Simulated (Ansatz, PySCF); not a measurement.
C₂H₆ClFGe, singlet, geometry from GFN2-xTB, atoms displaced at random by about 0.03 Å a coordinate. Base run: B3LYP/STO-3G, gradient run with PySCF.

Input for PySCF:
```python
from pyscf import gto, scf, dft

mol = gto.M(
    atom='''
C     1.785750   -1.109950   -0.000807
Ge    0.021255   -0.163133    0.166747
C    -1.584020   -0.995548    0.918505
F     0.430075    1.148524    1.360371
Cl   -0.394619    0.882335   -1.573853
H     2.577069   -0.457167   -0.238429
H     1.734545   -1.907056   -0.691017
H     2.091883   -1.492903    1.018294
H    -2.386126   -0.269026    1.044622
H    -1.861514   -1.838653    0.294427
H    -1.381275   -1.454314    1.965151
''',
    basis='sto-3g',
    charge=0,
    spin=0,
    verbose=4,
)

mf = dft.RKS(mol)
mf.xc = 'b3lyp'
mf.kernel()
g = mf.nuc_grad_method()
grad = g.kernel()
```

Programs used: Ansatz (a quantum-chemistry and plane-wave program), PySCF; a row that names a program was run with it.

The coordinate followed is y of atom 5.

Each row names what was changed in the base input (with any setting that the change needs).

| change | dE/dx (Eh/bohr) | net force (Eh/bohr) |
|---|---|---|
| base | -0.013094 | 0.000146 |
| grids.level = 5; grid_response = on | -0.013144 | 0.000000 |
| finite difference step (bohr) = 1e-5; conv_tol = 1e-11 | -0.013158 | - |
| finite difference step (bohr) = 0.05; conv_tol = 1e-11 | -0.013156 | - |
| code = ansatz | -0.013148 | 0.000000 |
| finite difference step (bohr) = 0.2; conv_tol = 1e-11 | -0.013136 | - |
| finite difference step (bohr) = 1e-3; conv_tol = 1e-11 | -0.013158 | - |
| conv_tol = 1e-4 | -0.013122 | 0.000146 |
| grids.level = 1; grid_response = on | -0.013120 | 0.000000 |
| density fitting = on; auxbasis_response = off | -0.013059 | 0.002573 |
| conv_tol = 1e-11 | -0.013094 | 0.000146 |
| grids.level = 0; grid_response = on | -0.013500 | 0.000000 |

The net force is zero for an exact gradient.
